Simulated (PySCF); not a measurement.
**Electronic structure of Ni²¹⁺ (nickel, charge +21) at the UHF level**

Configuration: [He] 2s2 2p3, high-spin 4S determinant. Computed with PySCF 2.14 in an uncontracted even-tempered set (17 s from 5.1 bohr⁻², ratio 2.2; 11 p from 6.6 bohr⁻², ratio 2.2; 6 d from 28 bohr⁻², ratio 2.4; 5 f from 42 bohr⁻², ratio 2.4; 4 g from 63 bohr⁻², ratio 2.4), with no relativity, point nucleus.

| Property | Result |
| --- | --- |
| Total energy | -1157.118285 hartree |
| One-electron energy | -1268.9194 hartree |
| Hartree (Coulomb) energy | 145.4478 hartree |
| Exchange energy | -33.6467 hartree |
| Kinetic energy | 1157.11674 hartree |
| ⟨S²⟩ | 3.7502 |
| ⟨L²⟩ | 0.000 |
| Sum of ⟨r⟩ | 1.181 bohr |
| Sum of ⟨r²⟩ | 0.2830 bohr² |
| Density at the nucleus (Gaussians lack the cusp) | 14800 bohr⁻³ |
| Spin density at the nucleus | 0.439 bohr⁻³ |

```
shell  electrons  mean orbital energy (eV)  rms radius, mean of both spins (bohr)
 1s α          1                   -9447.6                                 0.0631
 1s β          1                   -9417.0                                 0.0631
 2s α          1                   -1988.6                                  0.254
 2s β          1                   -1924.8                                  0.254
 2p α          3                   -1888.8                                  0.221
```

Spin-orbit constants ζ (cm⁻¹) from the X2C one-electron operator on these orbitals (non-relativistic here): bare nucleus, nucleus screened by l(l+1)(2l+1)/3 electrons, and screened by the Breit-Pauli mean field of the electrons.

```tsv
shell	bare	screened nucleus	mean field
2p	108200	100400	97690
```
